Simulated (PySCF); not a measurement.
# Relaxation of triplet RuH4

All numbers come from UPBE0 in PySCF with Ru def2-TZVP with ECP28, H def2-TZVP; scalar-relativistic core potentials, no spin–orbit coupling; density-fitted integrals. A (50,194) grid was used.

A start displaced from a saddle point along its imaginary mode, of Cs symmetry, held to at least that symmetry:

```xyz
5
charge 0 multiplicity 3, angstrom
Ru   -0.0186   -0.0158    0.0000
H     1.7608    1.0609    0.0000
H     1.1589    1.5864    0.0000
H    -1.6588    0.4416    0.0000
H     0.6163   -1.4943    0.0000
```

(1) What forces act on the atoms at the start (eV/Å)?

(2) What does it relax to?

(3) How much energy is released, and in how many steps?

Results:

(1) 
| atom | Fx | Fy | Fz |
| --- | --- | --- | --- |
| Ru1 | -0.23 | 0.66 | 0.00 |
| H2 | 0.09 | -0.09 | 0.00 |
| H3 | 0.18 | -0.22 | 0.00 |
| H4 | -0.02 | -0.46 | 0.00 |
| H5 | -0.02 | 0.11 | 0.00 |

(2) It ends at Cs with H–H 0.843 Å, Ru–H 1.553 Å, Ru–H 1.629 Å, Ru–H 1.797 Å, Ru–H 1.855 Å; H–H–Ru 72.8°, H–H–Ru 80.6°, H–Ru–H 26.6°, H–Ru–H 76.0°, H–Ru–H 82.7°, H–Ru–H 102.6°, H–Ru–H 158.7°, H–Ru–H 174.7° (after a last refinement on a finer grid). A frequency run shows 1 imaginary mode, down to 320i cm⁻¹, so it is a saddle point. Other isomers or separated fragments may lie lower.

(3) 151.4 kJ/mol in 13 steps.

Open d and f shells are described by one determinant, and the ground state may have another occupation or spin. At this level a singlet minimum of C4v symmetry lies 71 kJ/mol below this structure.
